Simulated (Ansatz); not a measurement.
Calculated with Ansatz (gas phase, PBE0-D4/def2-TZVP geometries, no zero-point term in ΔE). CCSD(T)/CBS adds triple-zeta CCSD(T) − MP2 to the extrapolated MP2 energy (def2 sets, frozen cores). This one scheme is used for every species. Functionals use def2-TZVPP. B3LYP here is the variant with VWN-RPA as its local correlation; programs differ in this. HSE06 is defined as in plane-wave codes. def2 core potentials past Kr. For Ta outer-core shells are correlated without core-valence functions, which leaves a few kJ/mol of doubt a bond. One conformer a species, not always the lowest.

Reaction (formal hydrolysis of a Ta–Cl bond): `[O]=[Ta]([Cl])([Cl])[Cl]` + H₂O → `[O]=[Ta]([OH])([Cl])[Cl]` + HCl

```tsv
level	ΔE (kcal/mol)	difference from CCSD(T)/CBS
LDA (SPW92)	4.7	-1.8
PBE-D4	5.8	-0.7
revPBE-D4	5.8	-0.7
BLYP-D4	4.7	-1.8
B97M-V	5.7	-0.8
PBE0-D4	6.3	-0.2
r2SCANh-D4	5.7	-0.8
HSE06-D4	6.4	-0.1
BHLYP-D4	5.6	-0.9
CAM-B3LYP-D4	3.6	-2.9
ωB97X-V	4.1	-2.4
ωB97M-V	4.8	-1.7
B2PLYP	5.5	-1.0
PBE-QIDH	6.8	0.3
revPBE	5.5	-1.0
BLYP	4.0	-2.5
r2SCAN	5.4	-1.1
PBE0	5.9	-0.6
B3LYP	4.5	-2.0
r2SCANh	5.6	-0.9
r2SCAN0	5.9	-0.6
HSE06	6.0	-0.5
CAM-B3LYP	3.2	-3.3
LC-ωPBE	3.3	-3.2
RPA@PBE/def2-TZVPP	4.9	-1.6
HF/def2-SVP	3.8	-2.7
MP2/def2-SVP	4.6	-1.9
CCSD/def2-SVP	2.9	-3.6
CCSD(T)/def2-SVP	3.3	-3.2
HF/def2-TZVPP	4.4	-2.1
MP2/def2-TZVPP	7.7	1.2
SCS-MP2/def2-TZVPP	6.3	-0.2
CCSD/def2-TZVPP	4.8	-1.7
CCSD(T)/def2-TZVPP	5.5	-1.0
HF/def2-QZVPP	4.6	-1.9
MP2/def2-QZVPP	8.4	1.9
SCS-MP2/def2-QZVPP	7.0	0.5
HF/CBS(def2)	4.6	-1.9
MP2/CBS(def2)	8.7	2.2
CCSD/CBS(def2)	5.8	-0.7
CCSD(T)/CBS	6.5	0
```

Largest T1 diagnostic among the species: 0.019.

In def2-TZVPP, CCSD(T) changes the Hartree–Fock value by +1.1 kcal/mol (the triples alone add +0.7 kcal/mol) and MP2 by +3.3 kcal/mol. At CCSD(T), def2-SVP lies −3.2 kcal/mol from the extrapolated value and def2-TZVPP −1.0 kcal/mol.
